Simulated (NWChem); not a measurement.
System: Si2NH5F2; SMILES F[SiH](F)N[SiH3]

Here is an NWChem input.

```
start job
memory heap 200 mb stack 900 mb global 1100 mb
geometry units angstroms
  Si     2.143470    -0.181582     0.650274
  N      0.599536    -0.745903     0.070030
  Si    -0.908913     0.050616     0.122384
  F     -0.743522     1.522660    -0.467797
  F     -1.872299    -0.688513    -0.915020
  H      2.102068    -0.088952     2.113983
  H      2.403047     1.130047     0.065427
  H      3.095375    -1.199699     0.207181
  H      0.561365    -1.711054    -0.213191
  H     -1.588285     0.161625     1.388271
end
basis spherical
  * library def2-svp
end
dft
  xc pbe0
  iterations 150
end
driver
  maxiter 120
end
task dft optimize
task dft freq
```

Excerpt of the output:

```
             Northwest Computational Chemistry Package (NWChem) 7.3.0
             --------------------------------------------------------

 C1  symmetry detected

                             Geometry "geometry" -> ""
                             -------------------------

 Output coordinates in angstroms (scale by  1.889725989 to convert to a.u.)

  No.       Tag          Charge          X              Y              Z
 ---- ---------------- ---------- -------------- -------------- --------------
    1 Si                  14.0000     0.02482805    -2.15849281    -0.05626788
    2 N                    7.0000    -0.67959475    -0.56546163    -0.12636544
    3 Si                  14.0000    -0.00245808     0.91697351     0.38006704
    4 F                    9.0000     1.45555502     1.06727703    -0.24777688
    5 F                    9.0000    -0.85214818     2.08462408    -0.30202548
    6 H                    1.0000     0.16715863    -2.55959739     1.34786730
    7 H                    1.0000     1.33060804    -2.11288553    -0.70638745
    8 H                    1.0000    -0.93095258    -3.01263204    -0.76050244
    9 H                    1.0000    -1.65443683    -0.52536530    -0.37387868
   10 H                    1.0000     0.10094483     1.18287189     1.79249230

 Effective nuclear repulsion energy (a.u.)     312.3034692740

                                Z-matrix (autoz)
                                --------

 Units are Angstrom for bonds and degrees for angles

[...]

      ----------------------
      Optimization converged
      ----------------------

  Step       Energy      Delta E   Gmax     Grms     Xrms     Xmax
  ---- ---------------- -------- -------- -------- -------- --------
@   41    -835.71456034 -2.6D-08  0.00001  0.00000  0.00020  0.00043
                                     ok       ok       ok       ok

                                Z-matrix (autoz)
                                --------

 Units are Angstrom for bonds and degrees for angles

[...]

 Rotational Constants
 --------------------
 A=   0.170451 cm-1  (  0.245236 K)
 B=   0.060453 cm-1  (  0.086976 K)
 C=   0.054621 cm-1  (  0.078585 K)

 Temperature                      =   298.15K
 frequency scaling parameter      =   1.0000

 Zero-Point correction to Energy  =   35.639 kcal/mol  (  0.056795 au)
 Thermal correction to Energy     =   39.772 kcal/mol  (  0.063381 au)
 Thermal correction to Enthalpy   =   40.364 kcal/mol  (  0.064324 au)

 Total Entropy                    =   81.730 cal/mol-K
   - Translational                =   40.064 cal/mol-K (mol. weight = 112.9929)
   - Rotational                   =   27.440 cal/mol-K (symmetry #  =        1)
   - Vibrational                  =   14.226 cal/mol-K

 Cv (constant volume heat capacity) =   22.740 cal/mol-K
   - Translational                  =    2.979 cal/mol-K
   - Rotational                     =    2.979 cal/mol-K
   - Vibrational                    =   16.781 cal/mol-K

[normal modes left out]

 ----------------------------------------------------------------------------
 Normal Eigenvalue ||           Projected Infra Red Intensities
  Mode   [cm**-1]  || [atomic units] [(debye/angs)**2] [(KM/mol)] [arbitrary]
 ------ ---------- || -------------- ----------------- ---------- -----------
    1      -11.169 ||    0.000904           0.021         0.881       0.124
    2       -0.000 ||    0.000919           0.021         0.896       0.126
    3       -0.000 ||    0.000028           0.001         0.027       0.004
    4        0.000 ||    0.001644           0.038         1.603       0.226
    5        0.000 ||    0.000531           0.012         0.518       0.073
    6        0.000 ||    0.000067           0.002         0.066       0.009
    7        0.000 ||    0.000466           0.011         0.454       0.064
    8       67.520 ||    0.000103           0.002         0.101       0.014
    9      120.438 ||    0.003255           0.075         3.173       0.448
   10      301.527 ||    0.013718           0.316        13.373       1.887
   11      317.628 ||    0.022505           0.519        21.939       3.096
   12      337.407 ||    0.056530           1.304        55.108       7.777
   13      417.218 ||    0.038197           0.881        37.236       5.255
   14      610.640 ||    0.005670           0.131         5.527       0.780
   15      716.713 ||    0.076249           1.759        74.331      10.490
   16      743.848 ||    0.065391           1.509        63.746       8.996
   17      825.741 ||    0.017235           0.398        16.801       2.371
   18      842.522 ||    0.053854           1.242        52.500       7.409
   19      906.661 ||    0.096783           2.233        94.349      13.314
   20      929.424 ||    0.034750           0.802        33.876       4.781
   21      945.368 ||    0.337550           7.788       329.061      46.437
   22      967.092 ||    0.253793           5.855       247.410      34.914
   23      967.618 ||    0.252905           5.835       246.544      34.792
   24     1022.644 ||    0.099053           2.285        96.562      13.627
   25     1202.692 ||    0.243568           5.619       237.442      33.508
   26     2231.455 ||    0.142192           3.280       138.616      19.561
   27     2236.748 ||    0.103866           2.396       101.254      14.289
   28     2266.805 ||    0.080351           1.854        78.330      11.054
   29     2337.293 ||    0.118143           2.726       115.172      16.253
   30     3627.016 ||    0.060498           1.396        58.977       8.323
 ----------------------------------------------------------------------------

 ===============================================================================
      Negative Nuclear Hessian Mode    1  Eigenvalue =    -11.17 cm**(-1)
 -------------------------------------------------------------------------------
   Raw step length:  0.257 angstroms ;  The Raw step for this mode is:
    1 Si                  14.0000    -0.02480778     0.00667728    -0.02980997
    2 N                    7.0000     0.02837711    -0.00733599     0.03507458
    3 Si                  14.0000     0.00392989    -0.00097423     0.00483990
    4 F                    9.0000    -0.00226417     0.05621874     0.02803295
    5 F                    9.0000     0.01515009    -0.06011027    -0.01352796
    6 H                    1.0000     0.04070756    -0.01308099    -0.07712274
    7 H                    1.0000    -0.08221126     0.02221825    -0.09880033
    8 H                    1.0000    -0.07890333     0.02342211     0.02972372
    9 H                    1.0000     0.08867275    -0.02287472     0.10895394
   10 H                    1.0000    -0.02589411     0.00728786    -0.03036321

  Geometry after  100.0% step for mode  1; Step length =  0.257 angstroms
   Maximum component (any atom: x,y, or z) displacement:  0.206
    1 Si                  14.0000    -0.10718831    -2.09562981    -0.28180844
    2 N                    7.0000    -0.59479917    -0.62549953     0.54581382
    3 Si                  14.0000     0.01554177     0.95169181     0.33258119
    4 F                    9.0000     1.58168720     1.04101119     0.71720286
    5 F                    9.0000    -0.02774944     1.36895420    -1.22667939
    6 H                    1.0000     0.39136254    -3.11773086     0.69063750
    7 H                    1.0000     0.98463699    -1.71765951    -1.22617456
    8 H                    1.0000    -1.25163347    -2.69069114    -1.04018789
    9 H                    1.0000    -1.32758152    -0.71262685     1.25168571
   10 H                    1.0000    -0.74201569     1.92694036     1.14115249

  Geometry after -100.0% step for mode  1; Step length =  0.257 angstroms
   Maximum component (any atom: x,y, or z) displacement:  0.206
    1 Si                  14.0000    -0.05757275    -2.10898437    -0.22218850
    2 N                    7.0000    -0.65155340    -0.61082755     0.47566466
    3 Si                  14.0000     0.00768199     0.95364027     0.32290138
    4 F                    9.0000     1.58621554     0.92857372     0.66113696
    5 F                    9.0000    -0.05804962     1.48917473    -1.19962347
    6 H                    1.0000     0.30994742    -3.09156889     0.84488299
    7 H                    1.0000     1.14905951    -1.76209601    -1.02857391
    8 H                    1.0000    -1.09382682    -2.73753536    -1.09963533
    9 H                    1.0000    -1.50492701    -0.66687741     1.03377783
   10 H                    1.0000    -0.69022747     1.91236465     1.20187891

  Geometry after   50.0% step for mode  1; Step length =  0.128 angstroms
   Maximum component (any atom: x,y, or z) displacement:  0.103
    1 Si                  14.0000    -0.09478442    -2.09896845    -0.26690346
    2 N                    7.0000    -0.60898773    -0.62183153     0.52827653
    3 Si                  14.0000     0.01357683     0.95217892     0.33016123
    4 F                    9.0000     1.58281929     1.01290182     0.70318638
    5 F                    9.0000    -0.03532449     1.39900933    -1.21991541
    6 H                    1.0000     0.37100876    -3.11119037     0.72919887
    7 H                    1.0000     1.02574262    -1.72876863    -1.17677440
    8 H                    1.0000    -1.21218181    -2.70240219    -1.05504975
    9 H                    1.0000    -1.37191789    -0.70118949     1.19720874
   10 H                    1.0000    -0.72906863     1.92329643     1.15633409

  Geometry after  -50.0% step for mode  1; Step length =  0.128 angstroms
   Maximum component (any atom: x,y, or z) displacement:  0.103
    1 Si                  14.0000    -0.06997664    -2.10564573    -0.23709349
    2 N                    7.0000    -0.63736484    -0.61449554     0.49320195
    3 Si                  14.0000     0.00964693     0.95315315     0.32532133
    4 F                    9.0000     1.58508346     0.95668309     0.67515343
    5 F                    9.0000    -0.05047458     1.45911960    -1.20638745
    6 H                    1.0000     0.33030120    -3.09810938     0.80632162
    7 H                    1.0000     1.10795388    -1.75098689    -1.07797407
    8 H                    1.0000    -1.13327848    -2.72582431    -1.08477347
    9 H                    1.0000    -1.46059064    -0.67831477     1.08825480
   10 H                    1.0000    -0.70317452     1.91600857     1.18669731

  Geometry after   97.1% step for mode  1; Step length =  0.250 angstroms
   Maximum component (any atom: x,y, or z) displacement:  0.200
    1 Si                  14.0000    -0.10647826    -2.09582092    -0.28095522
    2 N                    7.0000    -0.59561138    -0.62528956     0.54480991
    3 Si                  14.0000     0.01542929     0.95171969     0.33244266
    4 F                    9.0000     1.58175201     1.03940210     0.71640049
    5 F                    9.0000    -0.02818307     1.37067468    -1.22629219
    6 H                    1.0000     0.39019741    -3.11735646     0.69284492
    7 H                    1.0000     0.98699005    -1.71829544    -1.22334669
    8 H                    1.0000    -1.24937509    -2.69136153    -1.04103865
    9 H                    1.0000    -1.33011951    -0.71197213     1.24856722
   10 H                    1.0000    -0.74127454     1.92673177     1.14202155

  Geometry after  -97.1% step for mode  1; Step length =  0.250 angstroms
   Maximum component (any atom: x,y, or z) displacement:  0.200
    1 Si                  14.0000    -0.05828280    -2.10879326    -0.22304173
    2 N                    7.0000    -0.65074119    -0.61103752     0.47666856
    3 Si                  14.0000     0.00779447     0.95361238     0.32303991
    4 F                    9.0000     1.58615074     0.93018281     0.66193932
    5 F                    9.0000    -0.05761600     1.48745425    -1.20001067
    6 H                    1.0000     0.31111255    -3.09194329     0.84267558
    7 H                    1.0000     1.14670645    -1.76146008    -1.03140178
    8 H                    1.0000    -1.09608519    -2.73686497    -1.09878458
    9 H                    1.0000    -1.50238902    -0.66753213     1.03689632
   10 H                    1.0000    -0.69096861     1.91257324     1.20100985

  Geometry after   48.6% step for mode  1; Step length =  0.125 angstroms
   Maximum component (any atom: x,y, or z) displacement:  0.100
    1 Si                  14.0000    -0.09442940    -2.09906401    -0.26647685
    2 N                    7.0000    -0.60939383    -0.62172655     0.52777457
    3 Si                  14.0000     0.01352058     0.95219286     0.33009197
    4 F                    9.0000     1.58285169     1.01209728     0.70278520
    5 F                    9.0000    -0.03554130     1.39986957    -1.21972181
    6 H                    1.0000     0.37042619    -3.11100317     0.73030258
    7 H                    1.0000     1.02691915    -1.72908660    -1.17536047
    8 H                    1.0000    -1.21105262    -2.70273739    -1.05547513
    9 H                    1.0000    -1.37318689    -0.70086213     1.19564949
   10 H                    1.0000    -0.72869806     1.92319213     1.15676862

  Geometry after  -48.6% step for mode  1; Step length =  0.125 angstroms
   Maximum component (any atom: x,y, or z) displacement:  0.100
    1 Si                  14.0000    -0.07033166    -2.10555017    -0.23752010
    2 N                    7.0000    -0.63695874    -0.61460053     0.49370390
    3 Si                  14.0000     0.00970317     0.95313921     0.32539059
    4 F                    9.0000     1.58505105     0.95748763     0.67555461
    5 F                    9.0000    -0.05025776     1.45825936    -1.20658105
    6 H                    1.0000     0.33088376    -3.09829658     0.80521791
    7 H                    1.0000     1.10677735    -1.75066892    -1.07938801
    8 H                    1.0000    -1.13440767    -2.72548911    -1.08434809
    9 H                    1.0000    -1.45932164    -0.67864213     1.08981404
   10 H                    1.0000    -0.70354509     1.91611287     1.18626278
```

Level: PBE0/def2-SVP.
